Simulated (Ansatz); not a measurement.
# Four-centre ligand exchange

Start structure (Si$_{3}$N$_{2}$H$_{9}$ClF, doublet), relaxed at PBE0-D4/def2-TZVP:

Si1  (0.506, 1.605, 0.109)
N2  (1.477, 0.217, -0.306)
Si3  (1.133, -0.712, -1.767)
N4  (-1.129, 1.127, 0.007)
Si5  (-2.052, -0.029, 0.951)
Cl6  (1.115, 2.170, 1.996)
H7  (1.143, -0.956, 0.957)
F8  (0.886, -1.617, 1.586)
H9  (2.468, 0.349, -0.132)
H10  (-0.010, -1.615, -1.513)
H11  (0.811, 0.183, -2.909)
H12  (2.360, -1.486, -2.072)
H13  (-1.707, 1.766, -0.521)
H14  (-1.970, -1.391, 0.371)
H15  (-1.568, -0.046, 2.349)
H16  (-3.463, 0.436, 0.895)
(Å)

The step: Si₃N₂H₈Cl ([SiH3][NH][Si]([Cl])[NH][SiH3]) + HF → Si₂NH₄ClF ([F][Si]([Cl])[NH][SiH3]) + SiNH₅ ([NH2][SiH3]) (still joined by a long Si–N bond); bonds formed: Si1–F8, N2–H7; bonds broken: H7–F8; bonds weakened to dative contacts: Si1–N2. Program: Ansatz 0.2.0. Basis: def2-TZVPP and def2-QZVPP. Cores are frozen in the correlated methods; orbitals are unrestricted. Extrapolation: Hartree–Fock as exp(−7.88 √X), correlation as X^−2.97. Energies below are by CCSD(T) at an estimated basis limit (MP2 extrapolated from triple and quadruple zeta, plus CCSD(T) − MP2 in triple zeta).

(1) What are the electronic barrier and the energy of the step, from the start structure to the end structure? (To be estimated.)

No T1 diagnostic of these runs exceeds 0.014. ⟨S²⟩ of the unrestricted Hartree–Fock references: 0.75 to 0.76 (a pure state has 0.75).

Results:

(1) Computed: Barrier 70.6 kJ/mol; step energy -65.9 kJ/mol (downhill); reverse barrier, their difference, 136.5 kJ/mol. Barrier and step energy count from the start structure, the reverse barrier from the end structure.

The saddle point: One imaginary mode of 632i cm⁻¹.
```tsv
pair	start (Å)	saddle (Å)	end (Å)
Si1–F8	3.56	2.22	1.62
N2–H7	1.76	1.19	1.02
Si1–N2	1.74	1.86	2.21
H7–F8	0.95	1.24	2.59
```

Zero-point energy (harmonic, PBE0-D4): ZPE is 257.4 kJ/mol at the start and 253.7 kJ/mol at the saddle, so the barrier goes from 70.6 to 66.9 kJ/mol.

Steps of this kind, hydrogen fluoride cutting a network bond, underlie vapour etching and the fluorination step of atomic layer etching. Here a small cluster stands in for the surface site.

Labels in which every atom is bracketed show which atoms are joined, not bond orders.

For scale, one of the runs: CCSD(T)/def2-TZVPP, 387 basis functions, launched by `ansatz run in.yaml --threads 5 --pin off --events-out ev --progress --plain --max-ram 66560MiB --backend cuda --devices 0, --max-vram 37GiB`. The run took 110 s on 5 CPU threads of an AMD EPYC 7R13 and a share of one NVIDIA H100 (shared host), with 1.7 GiB of host memory at its peak.
